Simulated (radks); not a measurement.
Task: The mean radii <r> (bohr) of the occupied orbitals of an atom or ion are listed with their occupations. Calculated with a radial shooting solver on a logarithmic mesh with Libxc functionals: Dirac Kohn-Sham, LB94 model potential, spin-unpolarised, spherical densities, finite nucleus; Fermi nuclear charge, rms radius of each element as measured or else 0.836 A^(1/3) + 0.57 fm.

orbital  occ.      <r>
1s1/2       2  0.04690
2s1/2       2   0.2091
2p1/2       2   0.1804
2p3/2       4   0.1840
3s1/2       2   0.6257
3p1/2       2   0.6400
3p3/2       4   0.6509
3d3/2       4   0.7117
3d5/2       6   0.7163

Name the element and its charge. Open shells, if any, fill j = l - 1/2 first.

Result: Z = 32, germanium, charge +4: Ge4+ in [Ar] 3d10. The 1s radius gives Z: for a bare nucleus <r> = (2 gamma + 1)/(2Z) with gamma = sqrt(1 - (Z/c)^2), 0.04601 bohr for Z = 32, and screening makes it slightly larger (0.04690 here). The occupations add up to 28, and the charge is Z minus that.
